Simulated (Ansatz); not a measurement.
`N[Si](O)(F)CF`. The species carries charge 0 and has multiplicity 1.

Cartesian coordinates in Å:
```
N -0.863 0.674 -1.411
Si -0.523 -0.038 0.083
O -0.748 1.029 1.293
F -1.498 -1.296 0.203
C 1.237 -0.684 0.232
F 1.558 -0.848 1.587
H -0.699 1.650 -1.589
H -1.549 0.278 -2.029
H -0.246 0.861 2.095
H 1.955 0.022 -0.198
H 1.376 -1.648 -0.268
```

Question: List the harmonic frequencies (cm⁻¹, unscaled) at PBE0-D4/def2-TZVP in Ansatz. (An estimate is asked.)

Answer: The calculation gave: 62, 121, 162, 235, 249, 294, 320, 336, 390, 422, 682, 751, 796, 839, 867, 958, 996, 1046, 1240, 1320, 1459, 1576, 3051, 3106, 3630, 3726, 3895.

Question: Is this a minimum?

Answer: Yes, all 27 modes are real.

Question: Give the ideal-gas thermochemistry at 298.15 K and 1 bar (rigid rotor, harmonic oscillator; point group C1, symmetry number 1).

Answer: Zero-point energy 194.5 kJ/mol; H(298) − E = 218.9 kJ/mol; entropy 370.3 J/(mol·K), of which translation 167.8, rotation 114.7, vibration 87.7; G(298) − E = 108.5 kJ/mol. Modes under 100 cm⁻¹ are hindered rotations or soft bends, so the harmonic entropy is rough.

Question: And at 400, 500, 600, 800 and 1000 K?

Answer: 
```json
{"T (K)": "400", "H − E (kJ/mol)": "232.9", "S (J/mol/K)": "410.4", "G − E (kJ/mol)": "68.7"}
{"T (K)": "500", "H − E (kJ/mol)": "248.4", "S (J/mol/K)": "445.0", "G − E (kJ/mol)": "25.9"}
{"T (K)": "600", "H − E (kJ/mol)": "265.4", "S (J/mol/K)": "475.9", "G − E (kJ/mol)": "-20.2"}
{"T (K)": "800", "H − E (kJ/mol)": "302.3", "S (J/mol/K)": "528.8", "G − E (kJ/mol)": "-120.8"}
{"T (K)": "1000", "H − E (kJ/mol)": "342.1", "S (J/mol/K)": "573.2", "G − E (kJ/mol)": "-231.1"}
```

Question: Rotational constants (cm⁻¹)?

Answer: 0.1304, 0.06741, 0.06604.
